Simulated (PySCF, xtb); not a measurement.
C2H7BrGe, SMILES [CH3][GeH]([CH3])[Br].

Harmonic wavenumbers (cm⁻¹) from GFN2-xTB (xtb) at its own minimum, in rising order: 105, 112, 128, 140, 155, 282, 548, 580, 588, 631, 749, 798, 807, 809, 1322, 1325, 1448, 1450, 1452, 1455, 1832, 3001, 3004, 3011, 3012, 3025, 3027.

Question: What does PBE-D3(BJ)/def2-SVP (PySCF) give at its own minimum? (An estimate is asked for; the answer gives what the named calculation found.)

Answer: 121, 126, 135, 151, 172, 284, 572, 589, 604, 638, 729, 813, 824, 828, 1199, 1205, 1373, 1380, 1380, 1390, 2067, 2984, 2985, 3090, 3091, 3106, 3106. Paired by order, the mean absolute difference is 48 cm⁻¹ and the zero-point energies are 49.7 and 50.0 kcal/mol.
